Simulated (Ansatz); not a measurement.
Stepwise reaction of `[Br][Sn][Br]` with hydrogen chloride, as a gas-phase model of exchange steps in deposition or etching. ΔE in kJ/mol; ΔG adds harmonic PBE0-D4 terms to CCSD(T)/CBS, at 1 bar.

Program: Ansatz. Geometries: PBE0-D4/def2-TZVP. ΔE: electronic, gas phase. CCSD(T)/CBS adds triple-zeta CCSD(T) − MP2 to the extrapolated MP2 energy (def2 sets, frozen cores). This one scheme is used for every species. Functionals use def2-TZVPP. B3LYP here is the variant with VWN-RPA as its local correlation; programs differ in this. def2 core potentials past Kr. For Br, Sn outer-core shells are correlated without core-valence functions, which leaves a few kJ/mol of doubt a bond. Scalar relativity is left out up to krypton.

| step | reaction | PBE-D4 | B3LYP-D4 | ωB97M-V | CCSD(T)/CBS | ΔG(400 K) |
| --- | --- | --- | --- | --- | --- | --- |
| 1 | `[Br][Sn][Br]` + HCl → `[Cl][Sn][Br]` + HBr | 13.9 | 13.6 | 12.1 | 15.1 | 11.0 |
| 2 | `[Cl][Sn][Br]` + HCl → `[Cl][Sn][Cl]` + HBr | 13.5 | 13.3 | 11.8 | 14.8 | 15.3 |

By hand: ΔE of the 2 steps together at CCSD(T)/CBS.

(15.1) + (14.8) = 29.9 kJ/mol, or 14.9 kJ/mol a step.

In ΔE the steps differ by no more than 0.3 kJ/mol. All are uphill at CCSD(T)/CBS. ΔG lies between 11.0 and 15.3 kJ/mol a step. PBE-D4 differs from CCSD(T)/CBS by -1.3 to -1.2 kJ/mol a step. Isolated molecules leave out the surface, adducts and barriers. Largest T1 diagnostic: 0.014.
